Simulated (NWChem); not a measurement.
CH₃F₂STa; SMILES [CH3][Ta]([F])([F])=[S]

Not confirmed as a minimum by frequencies. def2 effective core potentials on Ta; no spin-orbit coupling.

Task: Give the equilibrium geometry at PBE0/def2-SVP with def2 effective core potentials on Ta (NWChem) as an XYZ file, with the point group.

Result: point group Cs; any orientation.
```
8

Ta    -0.0199     0.1136    -0.0514
S      0.3074    -2.0061    -0.2554
F      1.4407     0.9271     0.7935
F     -1.7405     0.4537     0.6067
C     -0.0048     0.8066    -2.0599
H      0.9590     0.5892    -2.5496
H     -0.1674     1.9007    -2.0584
H     -0.8008     0.3276    -2.6539
```
